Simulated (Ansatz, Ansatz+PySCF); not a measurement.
```xyz
3

H     0.0000    0.0000   -4.0173
Be    0.0000    0.0000    0.0000
H     0.0000    0.0000    4.0173
```

Basis set: cc-pVDZ (spherical functions). All electrons are correlated. Charge 0, multiplicity 1.

Computed with Ansatz (development build ahead of 0.2.0); each method stands on the lowest determinant of its kind that the runs found. Restricted open shells among the atoms or ions are ROHF, correlated in semicanonical orbitals with singles. Restricted functionals stand beside restricted open-shell atoms, which can lie above the unrestricted atoms usual in DFT and then raise those values.

The atomization energy at this shape (free ground-state atoms in the same class of orbitals less the molecule, no zero-point energy) of singlet BeH2 in separate pieces:

| method | atomization energy |
| --- | --- |
| ωB97X (unrestricted) | -3.0 kJ/mol |
| r²SCAN (unrestricted) | 3.4 kJ/mol |
| PBE0 (unrestricted) | 1.1 kJ/mol |
| PBE (unrestricted) | 1.6 kJ/mol |
| UHF-CCSDT(Q) | -0.2 kJ/mol |
| UHF-CCSD(T) | -0.2 kJ/mol |
| UHF-MP2 | -1.2 kJ/mol |
| RHF-MP2 | -59.2 kJ/mol |
| UHF | 0.2 kJ/mol |
| PBE (restricted) | -185.4 kJ/mol |
| PBE0 (restricted) | -288.3 kJ/mol |
| ωB97X (restricted) | -430.3 kJ/mol |
| RHF | -618.6 kJ/mol |
| RHF-CCSDT(Q) | -2.2 kJ/mol |

Task: What does r²SCAN (restricted) give?

Result: -217.4 kJ/mol. Caution for ωB97X (unrestricted), r²SCAN (unrestricted), PBE0 (unrestricted), PBE (unrestricted), r²SCAN (restricted), PBE (restricted), PBE0 (restricted), ωB97X (restricted): charge can spread falsely over distant fragments. Caution for ωB97X (unrestricted), PBE0 (unrestricted), UHF-CCSDT(Q), UHF-CCSD(T), UHF-MP2, UHF: the determinant breaks the point group; the unrestricted determinant is a mixture of spin states. Caution for r²SCAN (unrestricted), PBE (unrestricted): the unrestricted determinant is spin contaminated. Caution for UHF-CCSDT(Q), UHF-CCSD(T), UHF-MP2: bonds are stretched, where a single reference can fail. Caution for RHF-MP2, r²SCAN (restricted), PBE (restricted), PBE0 (restricted), ωB97X (restricted), RHF, RHF-CCSDT(Q): an unrestricted determinant lies well below. Caution for RHF-MP2, RHF-CCSDT(Q): large amplitudes, a single reference is doubtful. Caution for UHF: a free atom is spin contaminated. Caution for r²SCAN (restricted), PBE (restricted), PBE0 (restricted), ωB97X (restricted), RHF: the molecule lies well above its atoms at this level. Caution for RHF-CCSDT(Q): the amplitudes may be one of several solutions.
